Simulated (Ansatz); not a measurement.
Geometry optimisation, RKS PBE/def2-SVP (Ansatz).

input.yaml

```yaml
crystal:
  periodic: [false, false, false]
  atoms:
    - { symbol: I, position_ang: [-2.9097, -0.8813, -0.0954] }
    - { symbol: C, position_ang: [-0.6475, 0.6549, -0.5198] }
    - { symbol: C, position_ang: [0.0033, 0.7119, 0.8476] }
    - { symbol: C, position_ang: [0.7832, -0.6255, 0.5047] }
    - { symbol: C, position_ang: [0.4067, -0.3765, -1.0017] }
    - { symbol: H, position_ang: [-0.9931, 1.53, -1.091] }
    - { symbol: H, position_ang: [-0.5973, 0.7034, 1.7355] }
    - { symbol: H, position_ang: [0.7818, 1.5583, 0.9539] }
    - { symbol: H, position_ang: [1.7739, -0.6929, 0.8055] }
    - { symbol: H, position_ang: [0.1938, -1.5098, 0.9402] }
    - { symbol: H, position_ang: [1.2301, 0.0862, -1.5061] }
    - { symbol: H, position_ang: [0.0519, -1.214, -1.5393] }
basis:
  gaussian: { orbitals: def2-SVP }
hamiltonian:
  xc: pbe
relax:
  f_tol: 0.02
  max_steps: 50
```

Launched with:

```bash
$ ansatz run input.yaml --threads 2 --pin off --max-ram 3072MiB --backend cpu --events-out ev --progress --plain --runs-dir out
```

Problem. Where does it end, and by what steps?

Solution. The forces met the threshold. After 8 steps the energy has fallen by 1.099 eV; I1 moved furthest, 0.54 Å.

```csv
step,energy less start (eV),largest force component (eV/Å),accepted
0,0.0000,4.079,yes
1,-0.6941,1.169,yes
2,-1.0336,0.310,yes
3,-1.0790,0.264,yes
4,-0.9661,1.052,no
5,-1.0953,0.111,yes
6,-1.0975,0.084,yes
7,-1.0983,0.026,yes
8,-1.0987,0.016,yes
```

```xyz
12
Properties=species:S:1:pos:R:3
I -2.736 -0.420 -0.310
C -0.752 0.523 -0.463
C -0.022 0.642 0.894
C 0.802 -0.621 0.529
C 0.353 -0.444 -0.946
H -0.955 1.440 -1.045
H -0.629 0.627 1.820
H 0.600 1.563 0.904
H 1.890 -0.599 0.737
H 0.375 -1.537 0.982
H 1.100 0.115 -1.550
H 0.050 -1.342 -1.518
```

The run took 19 s on 2 threads of AMD EPYC 7R43 64-Core Processor (Zen 3), with other jobs on the host, peak memory 0.18 GiB.
